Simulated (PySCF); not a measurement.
# Steps of a relaxation of Yb2S3

Yb2S3 (singlet in the valence; each metal's 4f electrons, 13 of them, lie in its core potential, out of spins and levels). PySCF 2.14.0, RKS B3LYP, Yb lcecp-1-SVP with ECP59, S def2-SVP; non-relativistic Hamiltonian with scalar-relativistic core potentials where named; density fitting; no spin-orbit coupling. Origin of the start: displaced along the imaginary mode. Columns: position (Å) and force (eV/Å). Energies are counted from the last step; some of the 34 steps are shown. Forces carry noise of the integration grid, about 0.01 to 0.03 eV/Å.

Run from Python with OMP_NUM_THREADS=2. Where DIIS fails, smearing, a level shift and second-order steps follow.
It took 3.8 min on 2 threads of Arm Neoverse V2 (shared host), from the converged density of the start.

```xyz
5
step 0  E = 0.608 eV
Yb    0.0492   -0.0246    2.5925     0.10   -0.05    0.04
Yb    0.0492   -0.0246   -2.5925     0.10   -0.05   -0.04
S    -0.2236    0.1119    0.0000    -0.07    0.04    0.00
S    -0.1557    0.0779    4.9256    -0.07    0.03   -0.29
S    -0.1557    0.0779   -4.9256    -0.07    0.03    0.29
```

```xyz
5
step 11  E = 0.167 eV
Yb    0.5708   -0.2857    2.3510    -0.04    0.02    0.09
Yb    0.5708   -0.2857   -2.3510    -0.04    0.02   -0.09
S    -0.2526    0.1264    0.0000     0.06   -0.03    0.00
S    -0.6628    0.3317    4.2049     0.01   -0.01   -0.05
S    -0.6628    0.3317   -4.2049     0.01   -0.01    0.05
```

```xyz
5
step 22  E = 0.058 eV
Yb    0.5800   -0.2903    2.5097    -0.24    0.11    0.12
Yb    0.5800   -0.2903   -2.5097    -0.23    0.11   -0.12
S     0.8815   -0.4412    0.0000     0.01   -0.01    0.00
S    -1.2390    0.6201    3.6336     0.23   -0.11   -0.18
S    -1.2390    0.6201   -3.6336     0.23   -0.11    0.18
```

**Question.** Where does the relaxation end?

**Answer.** It converges at step 33 in C2v:
```xyz
5
step 33  E = 0
Yb    0.5359   -0.2682    2.3011
Yb    0.5359   -0.2682   -2.3011
S     1.4919   -0.7467    0.0000
S    -1.5002    0.7508    2.6580
S    -1.5002    0.7508   -2.6580
```

**Question.** How did the contacts change?

**Answer.** 
```json
{"contact": "Yb1–S3 (S)", "start (Å)": "2.610", "end (Å)": "2.537"}
{"contact": "Yb1–S4 (S)", "start (Å)": "2.344", "end (Å)": "2.305"}
{"contact": "Yb2–S5 (S)", "start (Å)": "2.344", "end (Å)": "2.305"}
```


No frequency check is given that shows the relaxed geometry to be a minimum, and it was reached by following one of several unstable modes of a saddle point. An lcecp potential fixes the number of 4f electrons, so in runs with it no electron can move into or out of that shell.
